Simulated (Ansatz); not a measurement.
The cluster In₄As₄⁻. Total charge -1; doublet. Geometry PBE-D4/def2-SVP; atoms count from 1.

```xyz
8

In   -0.2312   -1.2301    0.7876
In   -2.2562   -1.1708   -2.0382
In    2.6787    0.5661   -0.2900
In   -0.0561    1.8002    2.1590
As    0.6174   -1.2415   -1.7784
As    1.7478   -0.4242    2.2631
As   -0.3522    1.0615   -1.4036
As   -2.1482    0.6387    0.3004
```

In the def2 sets In takes a core potential; there is no spin–orbit coupling. The structure comes from a short search, and lower isomers may exist.

**Question.** Estimate the Mulliken populations from the PBE0/def2-SVP orbitals of Ansatz.

**Answer.** 
```csv
atom,charge (e),spin (α − β)
In1,0.13,-0.04
In2,0.07,0.03
In3,0.05,0.00
In4,0.09,0.15
As5,-0.32,0.23
As6,-0.43,0.24
As7,-0.25,0.19
As8,-0.33,0.20
```
Mulliken values and Mayer orders depend strongly on the basis.

**Question.** Where does the spin sit?

**Answer.** Summed by element: In 0.14, As 0.86, of 1 unpaired in all. Largest on single atoms: As6 0.24, As5 0.23, As8 0.20.

**Question.** And the Mayer bond orders between bonded heavy atoms (over 0.3)?

**Answer.** In1–As5 0.73 (2.70 Å); In1–As6 1.01 (2.60 Å); In1–As8 0.75 (2.72 Å); In2–As5 0.54 (2.89 Å); In2–As7 0.37 (3.00 Å); In2–As8 0.41 (2.96 Å); In3–As5 0.35 (3.12 Å); In3–As6 0.73 (2.89 Å); In4–As6 0.74 (2.87 Å); In4–As8 0.42 (3.03 Å); As5–As7 0.92 (2.53 Å); As7–As8 0.94 (2.51 Å).
